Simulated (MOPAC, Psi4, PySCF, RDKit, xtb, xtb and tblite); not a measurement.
Torsional profile of C2H7Cl3Si2, SMILES CC[SiH2][Si](Cl)(Cl)Cl. Scanned: dihedral C1–C2–Si3–Si4; all other coordinates were relaxed at GFN2-xTB. Points at φ and −φ are mirror images.

Geometry of the scan point at -100° (Å):
```
14

C      1.6948     0.3976    -0.7827
C      1.3432    -0.6339     0.2876
Si    -0.2343    -0.1855     1.2689
Si     0.3596     0.7613     3.3138
Cl     1.1796     2.6154     3.1285
Cl     1.7273    -0.3569     4.3274
Cl    -1.2373     0.9675     4.5568
H      1.8591     1.3763    -0.3377
H      0.8915     0.4840    -1.5097
H      2.6020     0.1090    -1.3104
H      2.1909    -0.7451     0.9662
H      1.2103    -1.6023    -0.1974
H     -1.0655     0.7418     0.4906
H     -1.0317    -1.3977     1.5021
```

Methods: GFN2-xTB (xtb and tblite); MMFF94 // GFN2-xTB (RDKit); PBE/def2-SVP // GFN2-xTB (Psi4); PBE-D3(BJ)/def2-SVP // GFN2-xTB (Psi4); UFF // GFN2-xTB (RDKit); PM3, restricted, heats of formation // GFN2-xTB (MOPAC); PM7, restricted, heats of formation // GFN2-xTB (MOPAC); GFN1-xTB // GFN2-xTB (xtb); RKS-B3LYP/6-31G* = PySCF 2.14.0 with restricted B3LYP/6-31G*, spherical d, density fitting // GFN2-xTB; RKS-B3LYP/3-21G = PySCF with restricted B3LYP/3-21G, density fitting // GFN2-xTB; RHF/6-31G* = restricted Hartree-Fock/6-31G*, spherical d, density fitting // GFN2-xTB (PySCF); RKS-LDA (SVWN5)/6-31G* = restricted LDA (SVWN5)/6-31G*, spherical d, density fitting // GFN2-xTB in PySCF 2.14.0.

Least-squares fit of E(φ) = a0 + Σ (a_n cos nφ + b_n sin nφ), n = 1 to 4, to the 18 scan points, in kJ/mol above the lowest point of each profile (levels whose profile four harmonics don't fit are not listed):

| method | a0 | a1 | b1 | a2 | b2 | a3 | b3 | a4 | b4 | rms of fit |
|---|---|---|---|---|---|---|---|---|---|---|
| GFN2-xTB | 3.40 | -1.15 | 0.00 | -0.09 | 0.00 | 2.89 | 0.00 | 0.00 | 0.00 | 0.03 |
| MMFF94 | 5.85 | 3.22 | 0.00 | 1.81 | 0.00 | 4.30 | 0.00 | -0.27 | 0.00 | 0.18 |
| PBE/def2-SVP | 3.11 | -0.68 | 0.00 | 0.21 | 0.00 | 3.38 | 0.00 | -0.67 | 0.00 | 0.30 |
| PBE-D3(BJ)/def2-SVP | 4.10 | -2.33 | 0.00 | 0.04 | 0.00 | 3.59 | 0.00 | -0.63 | 0.00 | 0.30 |
| UFF | 4.56 | 0.69 | 0.00 | 1.10 | 0.00 | 4.64 | 0.00 | 0.04 | 0.00 | 0.18 |
| PM3 | 1.47 | 0.62 | 0.00 | 0.58 | 0.00 | 1.45 | 0.00 | -0.16 | 0.00 | 0.09 |
| PM7 | 3.37 | -0.48 | 0.00 | 0.85 | 0.00 | 3.21 | 0.00 | -0.40 | 0.00 | 0.17 |
| GFN1-xTB | 2.73 | -0.76 | 0.00 | -0.34 | 0.00 | 2.63 | 0.00 | 0.18 | 0.00 | 0.12 |
| RKS-B3LYP/6-31G* | 4.17 | 1.86 | 0.00 | 0.50 | 0.00 | 2.83 | 0.00 | -0.11 | 0.00 | 0.15 |
| RKS-B3LYP/3-21G | 3.59 | -1.28 | 0.00 | 0.55 | 0.00 | 2.72 | 0.00 | -0.10 | 0.00 | 0.09 |
| RHF/6-31G* | 4.83 | 2.54 | 0.00 | 0.92 | 0.00 | 3.18 | 0.00 | -0.01 | 0.00 | 0.15 |
| RKS-LDA (SVWN5)/6-31G* | 3.22 | -1.20 | 0.00 | -0.39 | 0.00 | 3.12 | 0.00 | -0.13 | 0.00 | 0.18 |

MMFF94 has few fitted parameters for silicon.
